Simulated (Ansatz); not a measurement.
Calculated with Ansatz (gas phase, PBE0-D4/def2-TZVP geometries, no zero-point term in ΔE). CCSD(T)/CBS adds triple-zeta CCSD(T) − MP2 to the extrapolated MP2 energy (def2 sets, frozen cores). This one scheme is used for every species, atoms too. No spin–orbit coupling; open shells (•) take unrestricted orbitals. Spin–orbit coupling would lower the free atoms: a little for C, S, Si. Each species was taken in one conformer, which may not be the lowest.

Reaction (atomization): `C[SiH](S)CS` → 2 C• + 8 H• + 2 S• + Si•

```json
{"species": "`C[SiH](S)CS`", "CCSD/def2-TZVPP energy (Eh)": "-1165.40950"}
{"species": "C•", "CCSD/def2-TZVPP energy (Eh)": "-37.77900"}
{"species": "H•", "CCSD/def2-TZVPP energy (Eh)": "-0.49981"}
{"species": "S•", "CCSD/def2-TZVPP energy (Eh)": "-397.64200"}
{"species": "Si•", "CCSD/def2-TZVPP energy (Eh)": "-288.92521"}
```

Task: Work out ΔE.

Result: ΔE = 8 × (-0.49981) + 2 × (-37.77900) + 2 × (-397.64200) + (-288.92521) − (-1165.40950) = 1.64381 Eh = +1031.5 kcal/mol. CCSD(T)/CBS gives +1074.7 kcal/mol.

Largest T1 diagnostic among the species: 0.012.

The D4 term adds +13.2 kcal/mol with B3LYP and +7.0 kcal/mol with PBE0; it sums over pairs of atoms, weighted by their polarisabilities, and B3LYP, whose exchange is more repulsive, gets the larger term. In def2-TZVPP, CCSD(T) changes the Hartree–Fock value by +252.4 kcal/mol (the triples alone add +14.6 kcal/mol) and MP2 by +259.9 kcal/mol; breaking electron pairs costs correlation energy, which Hartree–Fock lacks. From PBE to PBE0 (25 % exact exchange), in def2-TZVPP and without D4, ΔE moves by −9.0 kcal/mol: exact exchange takes away binding that semilocal exchange gives to molecules.

B3LYP here is the variant with VWN-RPA as its local correlation; programs differ in this.

For atomizations the MP2-based limit and the directly extrapolated one differ by several kJ/mol either way, and by 10 to 25 for some Ge, Se and Sn compounds, so smaller differences from it don't rank the levels.
